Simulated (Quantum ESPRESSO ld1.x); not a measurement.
All-electron atom: Yb3+ in [Xe] 4f13. Method: scalar-relativistic Kohn-Sham, PBE, spin-unpolarised, spherical densities, point nucleus; computed with ld1.x of Quantum ESPRESSO 7.5.

Normalised radial functions P(r) = r R(r), r in bohr:

r,3d
0.001087,0.0000
0.001245,0.0001
0.001438,0.0001
0.001648,0.0001
0.001888,0.0002
0.00218,0.0002
0.002497,0.0003
0.002861,0.0005
0.003304,0.0007
0.003786,0.0010
0.004372,0.0016
0.005009,0.0022
0.005739,0.0032
0.006628,0.0048
0.007593,0.0069
0.008699,0.0099
0.01005,0.0146
0.01151,0.0209
0.01319,0.0298
0.01523,0.0431
0.01745,0.0609
0.01999,0.0854
0.02309,0.1213
0.02645,0.1675
0.0303,0.2291
0.035,0.3154
0.0401,0.4210
0.04594,0.5541
0.05305,0.7280
0.06078,0.9244
0.07019,1.1635
0.08042,1.4111
0.09214,1.6668
0.1064,1.9248
0.1219,2.1310
0.1397,2.2731
0.1613,2.3258
0.1848,2.2652
0.2117,2.0942
0.2445,1.8086
0.2801,1.4729
0.3209,1.1159
0.3707,0.7620
0.4246,0.4845
0.4865,0.2786
0.5619,0.1373
0.6437,0.0619
0.7375,0.0243
0.8517,0.0076
0.9758,0.0021
1.127,0.0004
1.291,0.0001
1.479,0.0000
1.708,0.0000
1.957,0.0000
2.242,0.0000
2.59,0.0000
2.967,0.0000
3.399,0.0000
3.926,0.0000
4.497,0.0000

3d: eigenvalue -1550.0 eV, 0 radial nodes, <r> = 0.196 bohr, 90 % of the charge inside 0.305 bohr.
